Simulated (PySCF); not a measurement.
Isomers of C5H11F2NSi.

All values: PBE0/pcSseg-1 (PySCF) at GFN2-xTB geometries, gas phase, one conformer each.

Question: Rank by HOMO–LUMO gap, highest first.
A. `[CH3:1][C@@H:2]([NH:3][SiH3:4])[CH:5]1[C@H:6]([F:7])[C@H:8]1[F:9]` with C1–C2–N3–Si4 44°, C1–C2–C5–C6 88°
B. `[CH3:1]/[C:2](=[CH:3]\[CH2:4][NH:5][SiH3:6])[CH:7]([F:8])[F:9]` with C2–C3–C4–N5 -136°, C3–C4–N5–Si6 -141°, C1–C2–C7–F8 -58°
C. `[F:1][CH:2]([F:3])/[CH:4]=[CH:5]/[CH2:6][NH:7][CH2:8][SiH3:9]` with F1–C2–C4–C5 -119°, C4–C5–C6–N7 -9°, C5–C6–N7–C8 175°, C6–N7–C8–Si9 61°
D. `[CH3:1][N:2]([CH3:3])[Si@@H:4]([F:5])[CH2:6]/[CH:7]=[CH:8]\[F:9]` with C1–N2–Si4–F5 -164°, N2–Si4–C6–C7 -50°, Si4–C6–C7–C8 109°

Answer: A (7.49 eV), D (6.92 eV), B (6.66 eV), C (6.26 eV).

Question: Rank by HOMO energy, highest first.
A. `[CH3:1][C@@H:2]([NH:3][SiH3:4])[CH:5]1[C@H:6]([F:7])[C@H:8]1[F:9]` with C1–C2–N3–Si4 44°, C1–C2–C5–C6 88°
B. `[CH2:1]=[CH:2][N:3]([SiH3:4])[C@@H:5]([CH3:6])[CH:7]([F:8])[F:9]` with C1–C2–N3–Si4 4°, C2–N3–C5–C6 -59°, N3–C5–C7–F8 178°
C. `[F:1][CH:2]([F:3])/[CH:4]=[CH:5]/[CH2:6][NH:7][CH2:8][SiH3:9]` with F1–C2–C4–C5 -119°, C4–C5–C6–N7 -9°, C5–C6–N7–C8 175°, C6–N7–C8–Si9 61°

Answer: B (-6.22 eV), C (-6.53 eV), A (-6.89 eV).

Question: Rank by dipole moment, lowest first.
A. `[CH3:1][C@@H:2]([NH:3][SiH3:4])[CH:5]1[C@H:6]([F:7])[C@H:8]1[F:9]` with C1–C2–N3–Si4 44°, C1–C2–C5–C6 88°
B. `[F:1][CH:2]([F:3])/[CH:4]=[CH:5]/[CH2:6][NH:7][CH2:8][SiH3:9]` with F1–C2–C4–C5 -119°, C4–C5–C6–N7 -9°, C5–C6–N7–C8 175°, C6–N7–C8–Si9 61°
C. `[CH3:1][N:2]([CH3:3])[Si@@H:4]([F:5])[CH2:6]/[CH:7]=[CH:8]\[F:9]` with C1–N2–Si4–F5 -164°, N2–Si4–C6–C7 -50°, Si4–C6–C7–C8 109°
D. `[CH3:1]/[C:2](=[CH:3]\[CH2:4][NH:5][SiH3:6])[CH:7]([F:8])[F:9]` with C2–C3–C4–N5 -136°, C3–C4–N5–Si6 -141°, C1–C2–C7–F8 -58°
E. `[CH2:1]=[CH:2][N:3]([SiH3:4])[C@@H:5]([CH3:6])[CH:7]([F:8])[F:9]` with C1–C2–N3–Si4 4°, C2–N3–C5–C6 -59°, N3–C5–C7–F8 178°
F. `[F:1][CH:2]([F:3])/[CH:4]=[CH:5]/[CH2:6][CH2:7][NH:8][SiH3:9]` with F1–C2–C4–C5 128°, C4–C5–C6–C7 119°, C5–C6–C7–N8 -178°, C6–C7–N8–Si9 84°

Answer: A (0.46 D), C (0.87 D), E (1.64 D), D (1.94 D), F (2.71 D), B (3.23 D).

All values together:

| SMILES | μ (D) | HOMO (eV) | LUMO (eV) | lowest IAO charge (e) | highest IAO charge (e) | lowest Hirshfeld charge (e) | highest Hirshfeld charge (e) |
| --- | --- | --- | --- | --- | --- | --- | --- |
| C/C(=C\CN[SiH3])C(F)F | 1.94 | -6.97 | -0.31 | -0.681 (N) | +0.752 (Si) | -0.241 (N) | +0.346 (Si) |
| FC(F)/C=C/CCN[SiH3] | 2.71 | -6.84 | -0.26 | -0.672 (N) | +0.744 (Si) | -0.242 (N) | +0.345 (Si) |
| FC(F)/C=C/CNC[SiH3] | 3.23 | -6.53 | -0.27 | -0.420 (C) | +0.552 (Si) | -0.154 (N) | +0.301 (Si) |
| C[C@@H](N[SiH3])C1[C@H](F)[C@H]1F | 0.46 | -6.89 | 0.60 | -0.678 (N) | +0.732 (Si) | -0.241 (N) | +0.339 (Si) |
| CN(C)[Si@@H](F)C/C=C\F | 0.87 | -6.57 | 0.35 | -0.575 (C) | +1.305 (Si) | -0.206 (F) | +0.458 (Si) |
| C=CN([SiH3])[C@@H](C)C(F)F | 1.64 | -6.22 | 0.55 | -0.455 (N) | +0.736 (Si) | -0.152 (C) | +0.353 (Si) |

Conformers: `[CH3:1]/[C:2](=[CH:3]\[CH2:4][NH:5][SiH3:6])[CH:7]([F:8])[F:9]` with C2–C3–C4–N5 -136°, C3–C4–N5–Si6 -141°, C1–C2–C7–F8 -58°; `[F:1][CH:2]([F:3])/[CH:4]=[CH:5]/[CH2:6][CH2:7][NH:8][SiH3:9]` with F1–C2–C4–C5 128°, C4–C5–C6–C7 119°, C5–C6–C7–N8 -178°, C6–C7–N8–Si9 84°; `[F:1][CH:2]([F:3])/[CH:4]=[CH:5]/[CH2:6][NH:7][CH2:8][SiH3:9]` with F1–C2–C4–C5 -119°, C4–C5–C6–N7 -9°, C5–C6–N7–C8 175°, C6–N7–C8–Si9 61°; `[CH3:1][C@@H:2]([NH:3][SiH3:4])[CH:5]1[C@H:6]([F:7])[C@H:8]1[F:9]` with C1–C2–N3–Si4 44°, C1–C2–C5–C6 88°; `[CH3:1][N:2]([CH3:3])[Si@@H:4]([F:5])[CH2:6]/[CH:7]=[CH:8]\[F:9]` with C1–N2–Si4–F5 -164°, N2–Si4–C6–C7 -50°, Si4–C6–C7–C8 109°; `[CH2:1]=[CH:2][N:3]([SiH3:4])[C@@H:5]([CH3:6])[CH:7]([F:8])[F:9]` with C1–C2–N3–Si4 4°, C2–N3–C5–C6 -59°, N3–C5–C7–F8 178°.
